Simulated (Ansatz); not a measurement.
Gas-phase electronic energies from Ansatz, PBE0-D4/def2-TZVP geometries. CBS: MP2 limit from def2 TZ/QZ plus the TZ coupled-cluster correction, frozen cores. DFT in def2-TZVPP. For Ge outer-core shells are correlated without core-valence functions, which leaves a few kJ/mol of doubt a bond. Scalar relativity is left out up to krypton. One conformer a species, not always the lowest.

Consider the formal exchange of groups at a Ge–C bond: `F[C]1([GeH3])O[SiH2]1` + `CN(N)c1ccccc1` → `C[N]([GeH3])c1ccccc1` + `NC1(F)O[SiH2]1`.

CCSD(T)/CBS gives -155.9 kJ/mol.

Question: Another level gave -162.8 kJ/mol. Which?
A. PBE/def2-TZVPP
B. SCS-MP2/def2-TZVPP
C. PBE0/def2-TZVPP
D. RPA@PBE/def2-TZVPP

Answer: B. SCS-MP2/def2-TZVPP -162.8, RPA@PBE/def2-TZVPP -149.4, PBE0 -144.7, PBE -134.9 kJ/mol.

Largest T1 diagnostic among the species: 0.015.

Leaving LDA and LC-ωPBE aside and taking each functional with its dispersion term where it has one, the values, not all of them listed here, spread over 20.6 kJ/mol, from PBE-QIDH to PBE-D4. LDA lies −7.1 kJ/mol from PBE without D4. From PBE to PBE0 (25 % exact exchange), in def2-TZVPP and without D4, ΔE moves by −9.8 kJ/mol.

CCSD(T)/CBS has its own doubt, a few kJ/mol and more with outer-core shells, so smaller differences from it don't rank the levels.
